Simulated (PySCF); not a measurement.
SMILES [SiH2](OC)C=C (C₃H₈OSi) at its GFN2-xTB optimised geometry (Å):

```
13

C      2.6456    -0.7258     0.0000
C      1.3236    -0.7258     0.0000
Si     0.2862     0.8358     0.0000
O     -1.2140     0.2136    -0.0063
C     -2.4254     0.8983    -0.0013
H      3.2081     0.1939    -0.0022
H      3.2319    -1.6325     0.0011
H      0.8047    -1.6766     0.0022
H      0.5102     1.6704     1.1897
H      0.5177     1.6766    -1.1838
H     -2.5175     1.5213     0.8921
H     -2.5144     1.5408    -0.8810
H     -3.2319     0.1639    -0.0109
```

Level of theory: B3LYP/def2-TZVP (PySCF). Cells within 0.4 Å of a nucleus heavier than hydrogen are left out (blank, or x).

Map of the log10 of the electron density (e/bohr³), floored at −4 on the plane z = 0.0 Å:

```
|00000000000000000000000000000|
|00000000000000000000000000000|
|00000000000000000000000000000|
|00000000000000000000000000000|
|00000000000000000000000000000|
|00000000000000000000000000000|
|00000011111011222110000000000|
|00000123332123333321000000000|
|00001345543334555432000000000|
|00002456665445666542100000000|
|00013567876556777643222210000|
|00124678x877779x7653344432000|
|0013578xx88988xx9654566543100|
|0024679988xx98898766678753200|
|00235788789x97778877789864200|
|00134666568986678x989x8754200|
|00023444456665578xx9xx8753200|
|00001222234444578988898764200|
|00000000112233579877789864200|
|00000000000113568765677753100|
|00000000000012455544455542100|
|00000000000001234332233321000|
|00000000000000112210111110000|
|00000000000000000000000000000|
|00000000000000000000000000000|
|00000000000000000000000000000|
|00000000000000000000000000000|
|00000000000000000000000000000|
|00000000000000000000000000000|
```
Scale: ten equal steps from -4.00 (start of '0') to -0.205 (end of '9'), in the order '0123456789'; x runs from -5.50 to 5.50, y from -5.50 (bottom) to 5.50 (top).
